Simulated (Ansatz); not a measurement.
```xyz
10

C    -0.672   -0.633    0.826
C    -0.249   -0.008   -0.481
Cl   -1.215    1.493   -0.807
B     1.214    0.566   -0.543
F     1.815    1.020    0.539
F     1.882    0.622   -1.677
H    -0.483    0.040    1.664
H    -0.101   -1.552    0.992
H    -1.733   -0.887    0.814
H    -0.457   -0.663   -1.327
```

Total charge 0; spin multiplicity 1.

Task: List the CAM-B3LYP/def2-TZVPP orbital energies in eV (Ansatz). (Estimate.)

Result: Computed: Occupied: -2764.63, -674.36, -674.33, -280.56, -279.22, -259.36, -198.48, -198.25, -198.24, -188.71, -36.28, -35.46, -26.06, -22.84, -19.58, -18.03, -16.99, -16.16, -15.85, -14.72, -14.26, -14.07, -13.73, -13.24, -12.36, -11.80, -10.26, -10.01. Lowest empty: 0.40, 1.57, 2.39, 2.67, 2.81, 3.82, 4.09, 4.47.
